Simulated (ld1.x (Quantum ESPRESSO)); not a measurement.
## Building the TM potential for I (PBE, fully relativistic).

Input for ld1.x (Quantum ESPRESSO) 7.5:

```
&input
   title='I', zed=53., rel=2, dft='PBE', iswitch=3,
   config='[Kr] 4d10 5s2 5p5', rel_dist='average',
   nld=3, rlderiv=1.85, eminld=-3.0, emaxld=5.0, deld=0.02
 /
 &inputp
   pseudotype=2, tm=.true., lloc=1,
   nlcc=.false.,
   file_pseudopw='I.UPF', file_wfcaegen='ae.wfc', file_wfcncgen='nc.wfc', file_beta='beta', file_chi='chi'
 /
2
5S  1  0   2.00   0.00  1.35  1.35  0.0
5P  2  1   5.00   0.00  1.70  1.70  0.0
 &test
   configts(1)='5s2 5p5'
 /
```

Command:

```bash
ld1.x < I.in > I.out
```

Resulting log (shortened: banner, matrices, multipoles, cross overlaps and the repeated all-electron block are left out):

```
Program LD1 v.7.5
     --------------------------- All-electron run ----------------------------

     I
     dirac relativistic calculation

     atomic number is 53.00
     dft =PBE   lsd =0 sic =0 latt =0  beta=0.20 tr2=1.0E-14
     Exchange-correlation= PBE
                           (   1   4   3   4   0   0   0)
     mesh =1247 r(mesh) =  99.95380 a.u. xmin = -7.00 dx = 0.01250
     1 Ry =  13.60569312 eV, c = 137.03599908

     n l j   nl                  e(Ry)          e(Ha)          e(eV)
     Spin orbit split results
     1 0 0.5 1S 1( 2.00)     -2422.5747     -1211.2873    -32960.8078
     2 0 0.5 2S 1( 2.00)      -374.1640      -187.0820     -5090.7609
     2 1 0.5 2P 1( 2.00)      -351.0429      -175.5214     -4776.1818
     2 1 1.5 2P 1( 4.00)      -329.0862      -164.5431     -4477.4456
     3 0 0.5 3S 1( 2.00)       -75.5199       -37.7600     -1027.5009
     3 1 0.5 3P 1( 2.00)       -65.9639       -32.9820      -897.4851
     3 1 1.5 3P 1( 4.00)       -61.8320       -30.9160      -841.2676
     4 0 0.5 4S 1( 2.00)       -13.2600        -6.6300      -180.4111
     4 1 0.5 4P 1( 2.00)        -9.9261        -4.9631      -135.0519
     4 1 1.5 4P 1( 4.00)        -9.1218        -4.5609      -124.1084
     3 2 1.5 3D 1( 4.00)       -45.0032       -22.5016      -612.2994
     3 2 2.5 3D 1( 6.00)       -44.1344       -22.0672      -600.4790
     4 2 1.5 4D 1( 4.00)        -3.7662        -1.8831       -51.2424
     4 2 2.5 4D 1( 6.00)        -3.6403        -1.8202       -49.5290
     5 0 0.5 5S 1( 2.00)        -1.2778        -0.6389       -17.3859
     5 1 0.5 5P 1( 1.67)        -0.5715        -0.2858        -7.7760
     5 1 1.5 5P 1( 3.33)        -0.4981        -0.2490        -6.7764
     Averaged results
     1 0     1S 1( 2.00)     -2422.5747     -1211.2873    -32960.8078
     2 0     2S 1( 2.00)      -374.1640      -187.0820     -5090.7609
     2 1     2P 1( 6.00)      -336.4051      -168.2025     -4577.0243
     3 0     3S 1( 2.00)       -75.5199       -37.7600     -1027.5009
     3 1     3P 1( 6.00)       -63.2093       -31.6047      -860.0068
     4 0     4S 1( 2.00)       -13.2600        -6.6300      -180.4111
     4 1     4P 1( 6.00)        -9.3899        -4.6950      -127.7562
     3 2     3D 1(10.00)       -44.4819       -22.2410      -605.2072
     4 2     4D 1(10.00)        -3.6907        -1.8453       -50.2143
     5 0     5S 1( 2.00)        -1.2778        -0.6389       -17.3859
     5 1     5P 1( 5.00)        -0.5225        -0.2613        -7.1096

     final scf error:  5.0E-15 reached in  25 iterations

     Etot =  -14238.057295 Ry,   -7119.028647 Ha, -193718.638223 eV

     Ekin =   15092.248388 Ry,    7546.124194 Ha,  205340.500103 eV
     Encl =  -34604.121120 Ry,  -17302.060560 Ha, -470813.052748 eV
     Eh   =    5637.011820 Ry,    2818.505910 Ha,   76695.452958 eV
     Exc  =    -363.196383 Ry,    -181.598192 Ha,   -4941.538536 eV

     normalization and overlap integrals

     s(1S/1S) =  1.000000  <r> =   0.0272  <r2> =    0.0010  r(max) =   0.0175
     s(2S/2S) =  1.000000  <r> =   0.1167  <r2> =    0.0161  r(max) =   0.0995
     s(2P/2P) =  1.000000  <r> =   0.0985  <r2> =    0.0119  r(max) =   0.0765
     s(2P/2P) =  1.000000  <r> =   0.1041  <r2> =    0.0132  r(max) =   0.0814
     s(3S/3S) =  1.000000  <r> =   0.3138  <r2> =    0.1127  r(max) =   0.2843
     s(3P/3P) =  1.000000  <r> =   0.3040  <r2> =    0.1074  r(max) =   0.2738
     s(3P/3P) =  1.000000  <r> =   0.3156  <r2> =    0.1155  r(max) =   0.2843
     s(4S/4S) =  1.000000  <r> =   0.7400  <r2> =    0.6188  r(max) =   0.6820
     s(4P/4P) =  1.000000  <r> =   0.7728  <r2> =    0.6808  r(max) =   0.6992
     s(4P/4P) =  1.000000  <r> =   0.8010  <r2> =    0.7313  r(max) =   0.7259
     s(3D/3D) =  1.000000  <r> =   0.2865  <r2> =    0.0972  r(max) =   0.2299
     s(3D/3D) =  1.000000  <r> =   0.2901  <r2> =    0.0996  r(max) =   0.2327
     s(4D/4D) =  1.000000  <r> =   0.9148  <r2> =    0.9804  r(max) =   0.7728
     s(4D/4D) =  1.000000  <r> =   0.9263  <r2> =    1.0054  r(max) =   0.7825
     s(5S/5S) =  1.000000  <r> =   1.9666  <r2> =    4.3870  r(max) =   1.6984
     s(5P/5P) =  1.000000  <r> =   2.3919  <r2> =    6.6143  r(max) =   1.9733
     s(5P/5P) =  1.000000  <r> =   2.5165  <r2> =    7.3367  r(max) =   2.0487

     ------------------------ End of All-electron run ------------------------

     --------------------- Generating NC pseudopotential ---------------------

      Generating local pot.: lloc=1, j= 0.50, matching radius rcloc =   1.7000

      Generating local pot.: lloc=1, j= 1.50, matching radius rcloc =   1.7000

     Fully relativistic calculation: |psi|^2

     Wfc 5S LC norm =  0.99988511 SC norm =  0.00010807 missing  0.00000682

      Wfc   5S  rcut= 1.356  Using Troullier-Martins method

     ------------------- End of pseudopotential generation -------------------

     Computing logarithmic derivative in   1.84223
     Computing logarithmic derivative in   1.84223
     Computing the partial wave expansion
     R is outside the sphere for l=    0 j= 0.50
       no projector for channel:   1
       no projector for channel:   1

     ---------------------- Testing the pseudopotential ----------------------

     I
     dirac relativistic calculation

     atomic number is 53.00   valence charge is  7.00
     dft =PBE   lsd =0 sic =0 latt =0  beta=0.20 tr2=1.0E-14
     mesh =1247 r(mesh) =  99.95380 xmin = -7.00 dx = 0.01250

     n l  j  nl             e AE (Ry)       e PS (Ry)    De AE-PS (Ry)
     1 0 0.5 5S   1( 2.00)       -1.27784       -1.27783       -0.00001
     2 1 0.5 5P   1( 1.67)       -0.57152       -0.52019       -0.05133  !
     2 1 1.5 5P   1( 3.33)       -0.49806       -0.52019        0.02213  !

     eps = 9.2E-15  iter = 13

     Etot =  -14238.057295 Ry,   -7119.028647 Ha, -193718.638223 eV
     Etotps =   -22.858148 Ry,     -11.429074 Ha,    -311.000940 eV

     Ekin =       6.489538 Ry,       3.244769 Ha,      88.294665 eV
     Encl =     -43.588171 Ry,     -21.794085 Ha,    -593.047275 eV
     Ehrt =      18.973987 Ry,       9.486993 Ha,     258.154244 eV
     Ecxc =      -4.335834 Ry,      -2.167917 Ha,     -58.992020 eV
     Epseu=      -0.397668 Ry,      -0.198834 Ha,      -5.410555 eV

     ---------------------- End of pseudopotential test ----------------------
```

Note: ghost state, extra bound levels that the all-electron valence spectrum of the same l lacks: s at -70.0 eV. A true bound ghost makes a file unfit for plane-wave use. The potential misses its own reference levels by up to 0.7 eV.

Generation and configuration tests took about 1.2 s on one core of a shared server CPU.
